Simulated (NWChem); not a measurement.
System: AlHOCl$_{2}$; SMILES [OH][Al]([Cl])[Cl]

NWChem printed, in part:

```
             Northwest Computational Chemistry Package (NWChem) 7.3.0
             --------------------------------------------------------

                             Geometry "geometry" -> ""
                             -------------------------

 Output coordinates in angstroms (scale by  1.889725989 to convert to a.u.)

  No.       Tag          Charge          X              Y              Z
 ---- ---------------- ---------- -------------- -------------- --------------
    1 Al                  13.0000     0.05712000    -0.00000100     0.41244100
    2 Cl                  17.0000    -1.82173100     0.00000000    -0.52964900
    3 Cl                  17.0000     1.80880700     0.00000000    -0.73205300
    4 O                    8.0000     0.22862900     0.00000000     2.10748500
    5 H                    1.0000    -0.53271300     0.00000000     2.70912300

 Effective nuclear repulsion energy (a.u.)     241.5912755086

                              NWChem Property Module
                              ----------------------

                                 NWChem DFT Module
                                 -----------------

 Summary of "ao basis" -> "ao basis" (spherical)
 ------------------------------------------------------------------------------
       Tag                 Description            Shells   Functions and Types
 ---------------- ------------------------------  ------  ---------------------
 Al                          6-31g*                  8       18   4s3p1d
 Cl                          6-31g*                  8       18   4s3p1d
 O                           6-31g*                  6       14   3s2p1d
 H                           6-31g*                  2        2   2s

            General Information
            -------------------
          SCF calculation type: DFT
          Wavefunction type:  closed shell.
          No. of atoms     :     5
          No. of electrons :    56
           Alpha electrons :    28
            Beta electrons :    28
          Charge           :     0
          Spin multiplicity:     1
          Use of symmetry is: off; symmetry adaption is: off
          Maximum number of iterations: 150
          AO basis - number of functions:    70
                     number of shells:    32
          Convergence on energy requested:  1.00D-06
          Convergence on density requested:  1.00D-05
          Convergence on gradient requested:  5.00D-04

              XC Information
              --------------
                         B3LYP Method XC Potential
                     Hartree-Fock (Exact) Exchange  0.200
                        Slater Exchange Functional  0.800 local
                    Becke 1988 Exchange Functional  0.720 non-local
              Lee-Yang-Parr Correlation Functional  0.810
                  VWN I RPA Correlation Functional  0.190 local

             Grid Information
             ----------------
          Grid used for XC integration:  medium
          Radial quadrature: Mura-Knowles
          Angular quadrature: Lebedev.
          Tag              B.-S. Rad. Rad. Pts. Rad. Cut. Ang. Pts.
          ---              ---------- --------- --------- ---------
          Al                  1.25       88           8.0       590
          Cl                  1.00       88          10.0       590
          O                   0.60       49           9.0       434
          H                   0.35       45          11.0       434
          Grid pruning is: on
          Number of quadrature shells:   358
          Spatial weights used:  Erf1

      Superposition of Atomic Density Guess
      -------------------------------------

 Sum of atomic energies:       -1236.01240091

      Non-variational initial energy
      ------------------------------

 Total energy =   -1236.671835
 1-e energy   =   -2191.502998
 2-e energy   =     713.239887
 HOMO         =      -0.451484
 LUMO         =      -0.038254

   convergence    iter        energy       DeltaE   RMS-Dens  Diis-err
 ---------------- ----- ----------------- --------- --------- ---------
 d= 0,ls=0.0,diis     1  -1238.7504482076 -1.48D+03  1.93D-02  7.24D-01
 d= 0,ls=0.0,diis     2  -1238.6543439477  9.61D-02  1.12D-02  1.69D+00
 d= 0,ls=0.0,diis     3  -1238.8271896112 -1.73D-01  2.71D-03  5.01D-02
 d= 0,ls=0.0,diis     4  -1238.8313185074 -4.13D-03  1.25D-03  8.03D-03
 d= 0,ls=0.0,diis     5  -1238.8325341902 -1.22D-03  1.27D-04  9.27D-05
  Resetting Diis
 d= 0,ls=0.0,diis     6  -1238.8325467007 -1.25D-05  2.24D-05  2.14D-06
 d= 0,ls=0.0,diis     7  -1238.8325469731 -2.72D-07  9.83D-06  1.89D-07

         Total DFT energy =    -1238.832546973123
      One electron energy =    -2194.239304941093
           Coulomb energy =      798.138709598625
    Exchange-Corr. energy =      -84.323227139227
 Nuclear repulsion energy =      241.591275508571

 Numeric. integr. density =       55.999999980512

                       DFT Final Molecular Orbital Analysis
                       ------------------------------------

[...]

 DFT Linear Response polarizability / au
 Frequency  =       0.0773000 / au
 Wavelength =     589.4353558 / nm
              X              Y              Z
 -----------------------------------------------
 X      53.0834450     -0.0000018     -1.0976370
 Y      -0.0000018     29.2137083     -0.0000056
 Z      -1.0976678     -0.0000056     42.4458405
 -----------------------------------------------
 Eigenvalues =      53.1955234     29.2137083     42.3337622
 Isotropic   =      41.5809980
 Anisotropic =      20.7995328
 -----------------------------------------------

 Magnetic Dipole Response Matrix (nonzero elements):

 Exiting AOResponse driver routine
```

Level: B3LYP/6-31G* (spherical d). Geometry: optimised at PBE-D3(BJ)/def2-SVP.

Problem. Which NWChem input produces such a log?

Solution. One answer among several that fit: the input that was run:
```
start job
memory heap 200 mb stack 900 mb global 1100 mb
geometry units angstroms noautosym nocenter noautoz
  Al     0.057120    -0.000001     0.412441
  Cl    -1.821731     0.000000    -0.529649
  Cl     1.808807     0.000000    -0.732053
  O      0.228629     0.000000     2.107485
  H     -0.532713     0.000000     2.709123
end
basis spherical
  * library 6-31g*
end
dft
  xc b3lyp
  iterations 150
end
property
  response 1 0.0773
end
task dft property
```
